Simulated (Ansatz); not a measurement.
Geometry optimisation, Ansatz, RKS r2SCAN/def2-SVP.

input.yaml

```yaml
crystal:
  periodic: [false, false, false]
  atoms:
    - { symbol: O, position_ang: [-0.4278, -2.0528, 1.62863] }
    - { symbol: C, position_ang: [0.11588, -1.35, 0.87965] }
    - { symbol: C, position_ang: [0.62699, -0.50113, 0.04677] }
    - { symbol: Al, position_ang: [-0.38102, 1.07277, -0.56065] }
    - { symbol: H, position_ang: [1.62964, -0.64577, -0.33651] }
    - { symbol: H, position_ang: [-1.80584, 1.43186, -0.07579] }
    - { symbol: H, position_ang: [0.24215, 2.04507, -1.5821] }
basis:
  gaussian: { orbitals: def2-SVP }
hamiltonian:
  xc: r2scan
relax:
  f_tol: 0.02
  max_steps: 50
```

Run as:

```bash
$ ansatz run input.yaml --threads 2 --pin off --max-ram 3072MiB --backend cpu --events-out ev --progress --plain --runs-dir out
```

**Question.** Where does it end, and by what steps?

**Answer.** It converged. After 5 steps the energy has fallen by 0.099 eV; H6 moved furthest, 0.16 Å.

| step | energy less start (eV) | largest force component (eV/Å) | accepted |
| --- | --- | --- | --- |
| 0 | 0.0000 | 1.632 | yes |
| 1 | -0.0911 | 0.492 | yes |
| 2 | -0.0964 | 0.149 | yes |
| 3 | -0.0983 | 0.075 | yes |
| 4 | -0.0992 | 0.065 | yes |
| 5 | -0.0995 | 0.017 | yes |

```xyz
7
Properties=species:S:1:pos:R:3
O -0.442 -2.016 1.631
C 0.083 -1.306 0.872
C 0.614 -0.456 0.013
Al -0.374 1.084 -0.571
H 1.628 -0.669 -0.345
H -1.834 1.303 0.005
H 0.326 2.060 -1.605
```

The run took 12 s on 2 threads of Intel(R) Xeon(R) Platinum 8375C CPU @ 2.90GHz (Ice Lake) (shared host), peak memory 0.16 GiB.
